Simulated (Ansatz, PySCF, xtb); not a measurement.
Gas-phase reaction in SMILES: ClC(Cl)(Cl)Cl + 4 [H][H] (H2) → C (CH4) + 4 Cl (HCl)
Each molecule is optimised on its own at B3LYP-D3(BJ)/def2-TZVP (Ansatz, an electronic-structure program). Frequencies are from Ansatz or PySCF.

Quantity: energy of full hydrogenation (enthalpy at 298 K, with B3LYP-D3(BJ) rigid-rotor harmonic-oscillator terms), in kcal/mol. Valence correlation only, unless marked. No spin-orbit coupling. Non-relativistic. Basis-set limits of correlation are two-point, X^-3; Hartree-Fock from the larger set. [CCSD(T)-MP2]/basis is that difference in the basis named.

From measured enthalpies of formation at 298 K: -82.6 kcal/mol (ClC(Cl)(Cl)Cl -23.3, ATcT 1.112; [H][H] (H2) 0.0, ATcT 1.112; C (CH4) -17.8, ATcT 1.112; Cl (HCl) -22.0, ATcT 1.112). It holds spin-orbit effects, which the calculations lack, and core correlation, which the frozen-core levels lack.

| level | program | energy of full hydrogenation (kcal/mol) | error against measurement |
|---|---|---|---|
| GFN1-xTB | xtb | -96.1 | -13.5 |
| HF/def2-TZVPD | PySCF | -108.9 | -26.3 |
| RI-HF/aug-cc-pV(Q+d)Z | Ansatz | -110.0 | -27.4 |
| BLYP-D3(BJ)/def2-TZVPD | Ansatz + dftd3 | -76.3 | 6.3 |
| r2SCAN-D4/def2-TZVPD | Ansatz + dftd4 | -80.4 | 2.2 |
| PBE0-D4/def2-TZVPD | Ansatz + dftd4 | -84.7 | -2.1 |
| PBE0/def2-TZVPD | Ansatz | -88.4 | -5.8 |
| BHLYP/def2-TZVPD | Ansatz | -98.2 | -15.6 |
| r2SCAN0/def2-TZVPD | Ansatz | -87.9 | -5.3 |
| CAM-B3LYP/def2-TZVPD | Ansatz | -93.0 | -10.4 |
| wB97M-V/def2-TZVPD | Ansatz | -84.5 | -1.9 |
| B2GP-PLYP-D3(BJ)/def2-TZVPD | Ansatz + dftd3 | -82.0 | 0.6 |
| RPA@PBE/cc-pV(Q+d)Z | Ansatz | -84.5 | -1.9 |
| MP2/aug-cc-pV(D+d)Z | Ansatz | -86.8 | -4.2 |
| RI-MP2/cc-pV(T+d)Z | Ansatz | -82.8 | -0.2 |
| RI-MP2/cc-pV(Q+d)Z | Ansatz | -80.7 | 1.9 |
| SCS-MP2/cc-pV(D+d)Z | Ansatz | -89.0 | -6.4 |
| CCSD/aug-cc-pV(D+d)Z | Ansatz | -96.8 | -14.2 |
| CCSD(T)/cc-pwCVTZ | Ansatz | -88.5 | -5.9 |
| RI-MP2/CBS(aug-cc-pV(T+d)Z,aug-cc-pV(Q+d)Z)+[CCSD(T)-MP2]/aug-cc-pV(D+d)Z | Ansatz | -82.8 | -0.2 |
| RI-MP2/CBS(aug-cc-pV(T+d)Z,aug-cc-pV(Q+d)Z)+[CCSD(T)-MP2]/aug-cc-pV(T+d)Z | Ansatz | -84.6 | -2.0 |
